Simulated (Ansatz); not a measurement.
This geometry of CH4Sb (6 atoms, charge 0, multiplicity 2) is a first-order saddle point.

All numbers below come from UKS PBE0/def2-SVP in Ansatz.

```xyz
6
Properties=species:S:1:pos:R:3
C -0.149 -0.372 -0.495
Sb 0.757 -0.018 1.462
H -0.590 0.550 -0.893
H -0.932 -1.138 -0.402
H 0.621 -0.735 -1.190
H 0.334 1.649 1.472
```

Question: Which two structures does it join? (They come from a converged band through this point; their orientation in space is the band's.)

Answer: No bond is made or broken. The dihedral H3–C1–Sb2–H6 goes from -60 to 60°. The two ends are copies of one structure, up to a mirror image or an exchange of like atoms.

First end point:

```xyz
6
Properties=species:S:1:pos:R:3
C -0.223 -0.365 -0.465
Sb 0.249 0.033 1.625
H -0.914 0.399 -0.847
H -0.695 -1.354 -0.547
H 0.696 -0.351 -1.068
H 0.930 1.573 1.256
```

Last end point:

```xyz
6
Properties=species:S:1:pos:R:3
C -0.101 -0.322 -0.536
Sb 1.197 0.369 1.072
H -0.529 0.538 -1.070
H -0.919 -0.930 -0.124
H 0.485 -0.930 -1.238
H -0.091 1.210 1.850
```

Question: How far does it lie above each of them?

Answer: 0.029 eV above the first and 0.029 eV above the second. This is the barrier of this one path; another mechanism may lie lower.

Run time: 3.3 min on 1 thread of Arm Neoverse N1 (shared host), peak memory 0.22 GiB.
